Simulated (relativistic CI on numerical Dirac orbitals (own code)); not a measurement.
## Racah parameters of the free ion Cu⁴⁺ from its measured terms

Problem. The configuration 3s2 3p6 3d7 of Cu⁴⁺ has the measured levels 4F: 3528.1 (J = 3/2), 2759.3 (J = 5/2), 1615.9 (J = 7/2), 0.0 (J = 9/2); 4P: 21935.1 (J = 1/2), 21065.9 (J = 3/2), 20826.8 (J = 5/2); 2G: 24099.8 (J = 7/2), 22575.3 (J = 9/2) cm⁻¹ (Sugar and Musgrove, J. Phys. Chem. Ref. Data 19, 527 (1990)). Find B and C, and predict the term 2H.

Working.
1. Centres of gravity, weighted by 2J + 1: 4F 1557.0, 4P 21091.2, 2G 23252.9 cm⁻¹.
2. 4P − 4F = 15B gives B = 19534.2/15 = 1302 cm⁻¹.
3. 2G − 4F = 4B + 3C gives C = (21695.9 − 5209.1)/3 = 5496 cm⁻¹, and C/B = 4.22.
4. 2H − 4F = 9B + 3C = 28207 cm⁻¹.

Check. The measured centre of 2H lies 29491 cm⁻¹ above that of 4F, so the two-parameter theory misses by -1284 cm⁻¹; fits add the Trees term αL(L + 1) for such residues. The calculated radial integrals (Dirac-KLI orbitals, unscaled: F² = 119350, F⁴ = 74833 cm⁻¹) give B = F²/49 − 5F⁴/441 = 1587 and C = 35F⁴/441 = 5939 cm⁻¹, so the measured B is 82 % and C 93 % of them. A complex lowers B further; the nephelauxetic ratio is taken against the free-ion value found here.
